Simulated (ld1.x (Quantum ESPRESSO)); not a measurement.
# What one change does to a pseudopotential (Nb, TM)

niobium (Nb), norm-conserving Troullier–Martins (Kleinman–Bylander form), made with ld1.x (Quantum ESPRESSO) 7.5 (BLYP, fully relativistic). Core [Ar] 3d10 4s2, reference 4p6 4d4.5 5s0.5 5p0. Waves: 4p (bound): rc 1.60 bohr; 4d (bound): rc 2.40 bohr; 4f channel at 0.15 Ry: rc 2.55 bohr; 5s (bound): rc 2.40 bohr. Local part: the s channel. Core correction: none.

Open shells are filled in proportion to 2j + 1 (rel_dist='average').

Change: all radii scaled by about 1.21 (s 2.90, p 1.94, d 2.90, f 3.08 bohr).

Cutoffs: the cutoffs (Ry, on a coarse ladder) from which the occupation-weighted sum of valence levels, in a spherical-Bessel basis at the reference potential, stays within 10 and 1 mRy of its value at 400 Ry; they do not see the model core or the augmentation charge, which bear on the density cutoff. Errors are all-electron minus pseudo energies relative to the spin-unpolarised reference configuration.

Q: How do hardness, ghosts and transferability respond?

A: The potential gets softer (45 Ry and 80 Ry → 25 Ry and 45 Ry); the number of tests that count goes from 7 to 5; of the 5 tests that both files solve, the error grows in 1 and shrinks in 0 by more than 15 % and 0.3 meV (median size 42.8 → 45.1 meV); neither file shows a bound ghost at the reference potential, the only one tested. A larger radius leaves more room for a smooth pseudo-wave, so fewer plane waves are needed.

| quantity | base | changed |
| --- | --- | --- |
| cutoff, loose | 45 Ry | 25 Ry |
| cutoff, tight | 80 Ry | 45 Ry |
| loose cutoff by channel (10 mRy a level) | p 35 Ry, d 25 Ry, s 6 Ry | p 21 Ry, d 21 Ry, s 6 Ry |
| bound ghosts | none | none |
| tests counted (converged, no solver errors) | 7 of 7 | 5 of 7 |
| error for 4p6 4d4 5s0 5p0, meV [ΔE 6.08 eV] | -4.5 | -6.4 |
| error for 4p6 4d3 5s0 5p0, meV [ΔE 20.07 eV] | -63 | -58 |
| error for 4p6 4d4 5s0 5p1, meV [ΔE 2.38 eV] | -391 | -416 |
| error for 4p6 4d3 5s1 5p0, meV [ΔE 6.30 eV] | -43 | -45 |
| error for 4p6 4d5 5s0 5p0, meV [ΔE 0.75 eV] | -5.2 | -5.0 |

Base: ld1.x printed “convergence not achieved” for 3 of the counted tests; their residual had stalled under 1e-8, short of the target of 1e-14. Changed file: Tests not counted: 4p6 4d4 5s1 5p0 (pseudo-atom not self-consistent, printed error -5.8 meV); 4p6 4d3 5s2 5p0 (pseudo-atom not self-consistent, printed error -55 meV). ld1.x printed “convergence not achieved” for 1 of the counted tests; its residual had stalled under 1e-8, short of the target of 1e-14.
